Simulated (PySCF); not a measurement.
Constitutional and geometric isomers with formula H4B2N2. Isolated molecules, 0 K electronic values unless said otherwise. One relaxed conformer stands for each flexible species; it need not be the lowest. Strings in code marks are SMILES.

Quantity: electronic energy of isomers of H4B2N2 relative to `B=NBN`, in kJ/mol.

Case: `BNB=N`. Geometry of `BNB=N` (neutral, multiplicity 1, Å):

```xyz
8

B     -1.4865     0.0978     0.2520
N     -0.3517     0.0229    -0.5764
B      0.9819    -0.0645    -0.1242
N      2.1566    -0.1412     0.2567
H     -2.5665     0.1684    -0.2543
H     -1.3329     0.0884     1.4363
H     -0.4884     0.0313    -1.5772
H      3.0874    -0.2031     0.5872
```

Problem. Estimate the electronic energy of isomers of H4B2N2 relative to `B=NBN` that PBE0-D4/def2-TZVP (PySCF) returns for this input.

Solution. 58.9 kJ/mol.
